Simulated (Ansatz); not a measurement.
H5NOSiSn (`N[SiH]1[O][SnH2]1`). Charge 0, multiplicity 1. Sn: def2 effective core potential. Geometry: relaxed with PBE0-D4/def2-TZVP. It is one conformer, not always the lowest.

```xyz
9

N     1.776    0.758    0.095
Si    0.242    0.500   -0.552
O    -1.040    0.859    0.330
Sn   -1.390   -1.268    0.161
H     1.984    0.646    1.073
H     2.599    0.818   -0.482
H     0.326    0.825   -1.996
H    -3.000   -1.380   -0.435
H    -1.499   -1.759    1.806
```

Problem. What is the dipole moment at PBE/def2-TZVPP? (An estimate is asked.)

Solution. The calculation gave: 3.32 D, with components (3.19, -0.69, -0.62) D in this frame, pointing from negative to positive charge.

Problem. And with r2SCAN, B3LYP, ωB97M-V? (Estimate.)

Solution. Ansatz gave: r2SCAN 3.36 D, B3LYP 3.47 D, ωB97M-V 3.45 D.

Problem. Give the Mulliken charges with PBE, B3LYP, ωB97M-V in def2-TZVPP. (An estimate is asked.)

Solution. Computed: 
```json
{"atom": "N1", "PBE": "-0.36", "B3LYP": "-0.37", "ωB97M-V": "-0.33"}
{"atom": "Si2", "PBE": "0.41", "B3LYP": "0.51", "ωB97M-V": "0.48"}
{"atom": "O3", "PBE": "-0.48", "B3LYP": "-0.56", "ωB97M-V": "-0.55"}
{"atom": "Sn4", "PBE": "0.42", "B3LYP": "0.47", "ωB97M-V": "0.37"}
{"atom": "H5", "PBE": "0.17", "B3LYP": "0.16", "ωB97M-V": "0.13"}
{"atom": "H6", "PBE": "0.16", "B3LYP": "0.15", "ωB97M-V": "0.13"}
{"atom": "H7", "PBE": "-0.07", "B3LYP": "-0.07", "ωB97M-V": "-0.03"}
{"atom": "H8", "PBE": "-0.12", "B3LYP": "-0.14", "ωB97M-V": "-0.10"}
{"atom": "H9", "PBE": "-0.13", "B3LYP": "-0.14", "ωB97M-V": "-0.10"}
```

B3LYP here is the variant with VWN-RPA as its local correlation; programs differ in this.
